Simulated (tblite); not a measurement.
C₂H₆BBr₃Se.
SMILES: `C[Se+](C)[B-](Br)(Br)Br`

Computed values, GFN2-xTB/tblite, gas phase, harmonic and unscaled. Against measured fundamentals such values can be off by several per cent, at times by over 20.

Harmonic wavenumbers (cm⁻¹): 28.7, 58.9, 64.4, 93.0, 109.9, 127.0, 140.1, 146.4, 153.6, 155.9, 210.8, 220.3, 287.1, 573.9, 579.1, 621.4, 623.6, 829.2, 869.3, 889.6, 916.7, 1284.7, 1288.8, 1406.2, 1415.3, 1415.4, 1422.7, 2984.7, 2985.2, 3015.5, 3016.0, 3019.1, 3024.5.

A = 536.3, B = 446.7, C = 423.3 MHz; mass 357.728 u (most abundant isotopes); point group Cs, symmetry number 1.

What is the zero-point energy?

Half the sum of the wavenumbers: 16988 cm⁻¹ = 203.23 kJ/mol.

Give the ideal-gas entropy at 298.15 K and 1 bar in the rigid-rotor, harmonic-oscillator model (classical rotation).

Translation 182.19, rotation 135.68, vibration 181.46: S = 499.3 J/(mol K).

And Cp and H(298.15 K) − H(0)?

Cp = 165.82 J/(mol K), of which vibrations give 132.56 (their classical limit is 33 R = 274.4); H(298.15 K) − H(0) = 35.31 kJ/mol without the zero-point energy, 25.40 from vibrations.

What must be added to the electronic energy to get the Gibbs energy at 298.15 K and 1 bar?

ZPE + [H(298.15 K) − H(0)] − T·S = 203.23 + 35.31 − 148.87 = 89.67 kJ/mol.

Which modes carry the vibrational entropy at 298.15 K?

28.7 cm⁻¹: 24.76; 58.9 cm⁻¹: 18.80; 64.4 cm⁻¹: 18.06; 93.0 cm⁻¹: 15.05; 109.9 cm⁻¹: 13.68; 127.0 cm⁻¹: 12.51 J/(mol K); the other 27 give 78.59 together.

How do the functions run with temperature in this model?

| T (K) | S (J/(mol K)) | Cp (J/(mol K)) | H − H(0) (kJ/mol) | G − H(0) (kJ/mol) | ln q(vib) |
| --- | --- | --- | --- | --- | --- |
| 100 | 350.2 | 111.0 | 7.31 | -27.71 | 3.47 |
| 200 | 437.9 | 142.6 | 20.14 | -67.44 | 7.92 |
| 300 | 500.4 | 166.2 | 35.62 | -114.49 | 11.64 |
| 500 | 594.3 | 202.1 | 72.70 | -224.44 | 17.69 |
| 800 | 697.1 | 235.4 | 138.74 | -418.96 | 24.81 |
| 1000 | 751.3 | 250.4 | 187.39 | -563.96 | 28.76 |

q(vib) and H(0) count from the zero-point level.

Hindered rotation and anharmonicity are outside this model.

Shape of the structure used: `[CH3:1][Se+:2]([CH3:3])[B-:4]([Br:5])([Br:6])[Br:7]`: C1–Se2–B4–Br5 69°.
